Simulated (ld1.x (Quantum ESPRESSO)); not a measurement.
# Reading a pseudo-wave (samarium (Sm))

Columns: radius, all-electron u(r) and pseudo u(r) of the 6s shell (level -9.22 eV) of samarium in the configuration [Xe] 4f5 5d1 6s1 6p0; BP86, scalar-relativistic, TM scheme, ld1.x (Quantum ESPRESSO) 7.5.

| r (bohr) | all-electron | pseudo |
| --- | --- | --- |
| 0.165 | 0.1146 | -0.0300 |
| 0.330 | -0.0788 | -0.0589 |
| 0.495 | -0.1737 | -0.0853 |
| 0.660 | -0.0073 | -0.1085 |
| 0.825 | 0.1808 | -0.1281 |
| 0.990 | 0.2821 | -0.1447 |
| 1.155 | 0.2890 | -0.1594 |
| 1.320 | 0.2269 | -0.1747 |
| 1.485 | 0.1248 | -0.1931 |
| 1.650 | 0.0058 | -0.2176 |
| 1.815 | -0.1143 | -0.2512 |
| 1.980 | -0.2259 | -0.2958 |
| 2.145 | -0.3239 | -0.3511 |
| 2.310 | -0.4060 | -0.4127 |
| 2.475 | -0.4720 | -0.4726 |
| 2.640 | -0.5227 | -0.5227 |
| 2.805 | -0.5594 | -0.5594 |
| 2.970 | -0.5838 | -0.5838 |
| 3.135 | -0.5973 | -0.5973 |
| 3.300 | -0.6017 | -0.6017 |
| 3.465 | -0.5984 | -0.5984 |
| 3.630 | -0.5887 | -0.5887 |
| 3.795 | -0.5738 | -0.5738 |
| 3.960 | -0.5548 | -0.5548 |
| 4.125 | -0.5326 | -0.5326 |
| 4.290 | -0.5081 | -0.5081 |

(1) How many radial nodes do the two functions have?

(2) At about which radius was the pseudo-wave matched?

(3) Is the pseudo-wave norm-conserving?

## Answers

(1) The all-electron 6s function has n − l − 1 = 5 (the table is too coarse to show those close to the nucleus); the pseudo-wave has 0, since the states of the same l below it are removed with the core.

(2) 2.70 bohr, where the columns begin to agree (steps of 0.17 bohr).

(3) Yes: the TM scheme keeps the norm inside the radius equal to the all-electron one, which fixes the energy derivative of the logarithmic derivative at the level.
